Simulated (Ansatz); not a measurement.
Consider the formal exchange of groups at the Si–C bond: `[AlH2][SiH2]BC[SiH3]` + `C=[N][GaH][CH3]` → `[CH3][GaH]/[N]=C\[SiH3]` + `CB[SiH2][AlH2]`.

Isolated molecules relaxed with PBE0-D4/def2-TZVP in Ansatz; ΔE leaves out vibrations. CCSD(T)/CBS is the MP2 limit (def2-TZVPP, def2-QZVPP) plus CCSD(T) − MP2 in def2-TZVPP, frozen cores. Functionals use def2-TZVPP. B3LYP here is the variant with VWN-RPA as its local correlation; programs differ in this. For Ga outer-core shells are correlated without core-valence functions, which leaves a few kJ/mol of doubt a bond. Scalar relativity is left out up to krypton. One conformer a species, not always the lowest.

`[AlH2][SiH2]BC[SiH3]`:

```xyz
15

Al   -1.871   -0.832   -2.616
Si   -1.673   -0.106   -0.275
B     0.128    0.753   -0.228
C     1.398    0.001    0.198
Si    1.578    0.347    2.056
H    -2.654    0.035   -3.693
H    -1.158   -2.174   -3.084
H    -2.796    0.816    0.061
H    -1.763   -1.319    0.594
H     0.220    1.902   -0.563
H     2.328    0.370   -0.246
H     1.353   -1.091    0.134
H     0.460   -0.275    2.811
H     2.863   -0.234    2.525
H     1.587    1.808    2.327
```

`C=[N][GaH][CH3]`:

Z-matrix (Å, degrees):
```
C
Ga 1 1.959
H 1 1.090 2 111.0
H 1 1.092 2 110.5 3 120.9
H 1 1.093 2 110.3 3 -120.6
N 2 1.816 1 116.7 3 -4.0
H 2 1.561 1 128.2 3 -175.8
C 6 1.244 2 156.7 1 93.0
H 8 1.102 6 121.5 2 -179.2
H 8 1.102 6 123.8 2 0.8
```

`[CH3][GaH]/[N]=C\[SiH3]`:

```xyz
13

C     1.794    1.838   -0.692
Ga    0.822    0.277   -1.368
N    -0.886    0.054   -0.758
C    -1.704   -0.434    0.054
Si   -1.214   -1.592    1.478
H     2.717    1.520   -0.202
H     2.072    2.505   -1.511
H     1.191    2.393    0.026
H     1.229   -0.693   -2.521
H    -2.778   -0.185   -0.056
H    -1.615   -1.012    2.789
H    -1.888   -2.912    1.340
H     0.262   -1.760    1.421
```

`CB[SiH2][AlH2]`:

Z-matrix (Å, degrees):
```
C
B 1 1.555
H 1 1.094 2 113.2
H 1 1.091 2 116.2 3 -128.6
H 1 1.103 2 104.8 3 113.7
Si 2 1.992 1 123.5 3 138.2
H 2 1.202 1 118.5 3 -38.4
Al 6 2.463 2 101.8 1 -89.7
H 6 1.491 2 115.0 1 152.3
H 6 1.494 2 113.6 1 25.4
H 8 1.590 6 119.7 2 78.9
H 8 1.589 6 121.4 2 -99.3
```

| level | ΔE (kJ/mol) | difference from CCSD(T)/CBS |
| --- | --- | --- |
| PBE-D4 | 21.1 | -4.0 |
| PBE0-D4 | 24.9 | -0.2 |
| B3LYP-D4 | 20.4 | -4.7 |
| ωB97X-V | 25.1 | 0.0 |
| ωB97M-V | 26.1 | 1.0 |
| B2PLYP | 22.3 | -2.8 |
| PBE | 20.1 | -5.0 |
| PBE0 | 24.0 | -1.1 |
| B3LYP | 18.9 | -6.2 |
| HF/def2-TZVPP | 22.9 | -2.2 |
| CCSD/def2-TZVPP | 26.2 | 1.1 |
| CCSD(T)/def2-TZVPP | 26.0 | 0.9 |
| MP2/def2-QZVPP | 29.1 | 4.0 |
| SCS-MP2/def2-QZVPP | 26.8 | 1.7 |
| HF/CBS(def2) | 22.9 | -2.2 |
| MP2/CBS(def2) | 28.7 | 3.6 |
| CCSD(T)/CBS | 25.1 | 0 |

Largest T1 diagnostic among the species: 0.015.

In def2-TZVPP, CCSD(T) changes the Hartree–Fock value by +3.1 kJ/mol (the triples alone add −0.2 kJ/mol) and MP2 by +6.7 kJ/mol. From PBE to PBE0 (25 % exact exchange), in def2-TZVPP and without D4, ΔE moves by +3.9 kJ/mol.
